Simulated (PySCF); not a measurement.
**A series of related molecules**

The calculation used TDDFT wB97X-D/def2-SVPD circular dichroism and optical rotation, one conformer, gas phase (PySCF 2.14.0). Geometry: GFN2-xTB.

Each molecule in one low-energy conformer. The parent is C[C@@H](CC#N)[C@H](F)Cl.

The molecule is flexible and this is one conformer; a measurement averages over conformers.

(1) How does the specific rotation at 589.3 nm (origin-invariant length gauge) change along this series?
- C[C@@H](CC#N)[C@H](F)Cl (base)
- C[C@H](CC#N)[C@H](F)Cl (diastereomer)

Answers

(1) 
| molecule | [α]589 (deg dm⁻¹ (g/mL)⁻¹) | S1 (eV) | R(S1), velocity form (10⁻⁴⁰ esu² cm²) |
| --- | --- | --- | --- |
| C[C@@H](CC#N)[C@H](F)Cl | +24.7 | 7.58 | -0.4 |
| C[C@H](CC#N)[C@H](F)Cl | -56.9 | 7.58 | -0.8 |

The specific rotation at 589.3 nm (origin-invariant length gauge) is lowest for C[C@H](CC#N)[C@H](F)Cl and highest for C[C@@H](CC#N)[C@H](F)Cl.
